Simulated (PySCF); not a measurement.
## Dipole response of Ti⁺ (titanium, charge +1)

[Ar] 3d2 4s1, high-spin 4F determinant. Computed with PySCF 2.14 in dyall-av2z (16s12p7d2f, 101 functions), with the non-relativistic Hamiltonian (point nucleus). Coupled (time-dependent) response in atomic units; α is the mean over directions. A double-zeta set is small for polarisabilities.

```tsv
method	mean α (bohr³)	C₆ (like pair)	S(−4)
wB97X-V	56.99	377.8	2909
```

S(−4) is the Cauchy moment in α(ω) = α(0) + S(−4) ω² + …

α(iu) at wB97X-V:

| u (hartree) | α(iu) (bohr³) |
| --- | --- |
| 0 | 56.99 |
| 0.0500 | 50.61 |
| 0.100 | 38.35 |
| 0.200 | 20.79 |
| 0.300 | 12.85 |
| 0.500 | 6.887 |
| 0.750 | 4.313 |
| 1.00 | 3.116 |
| 1.50 | 1.934 |
| 2.00 | 1.339 |
| 3.00 | 0.7547 |
| 5.00 | 0.3390 |

A single London oscillator, α(iu) = α/(1 + u²/ω²), gives C₆ = (3/4) ω α². Matching the computed C₆ needs ω = 4 × 377.8 / (3 × 56.99²) = 0.155 hartree.

For an ion, C₆ is the dispersion term alone; charge-induced terms of lower order in 1/R come first.
